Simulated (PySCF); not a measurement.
A GIAO shielding run with PySCF 2.14.0 with density-fitted response routines (density fitting, non-relativistic, gas phase) on SMILES c1cc(O[SiH3])c(S)cc1, C6H8OSSi:

```
$ OMP_NUM_THREADS=1 python probes_run.py task.json out

{"job": {"kind": "nmr", "xc": "PBE0", "basis": "pcSseg-1"}, "charge": 0, "multiplicity": 1}
Si     2.767785    -0.857817     0.030729
O      1.503574     0.057774     0.501418
C      0.199675     0.092406     0.143595
C     -0.332749    -0.760417    -0.810654
C     -1.672585    -0.694831    -1.150410
C     -2.499155     0.229827    -0.536171
C     -1.983025     1.087040     0.417355
C     -0.640827     1.026614     0.762417
S     -0.006761     2.132462     1.983391
H      2.511981    -2.269996     0.313744
H      3.026108    -0.680417    -1.398137
H      3.783702    -0.265691     0.885834
H      0.323815    -1.476619    -1.281357
H     -2.066230    -1.368466    -1.895840
H     -3.544439     0.285093    -0.797298
H     -2.613306     1.813901     0.906042
H      1.235438     1.661166     1.915433
```

Hardware: 1 thread of an Arm Neoverse N1, shared host. The job also computes population analyses, field gradients, ring-centre shieldings.

Problem. How large is the calculation?

Solution. 82 electrons, 207 basis functions and 1117 auxiliary functions.

Problem. How long does it take, and how much memory does it need?

Solution. 57 s of wall time, with 14 SCF cycles and 5 response iterations; peak memory 0.93 GiB. Times on a shared host scatter by some tens of per cent.
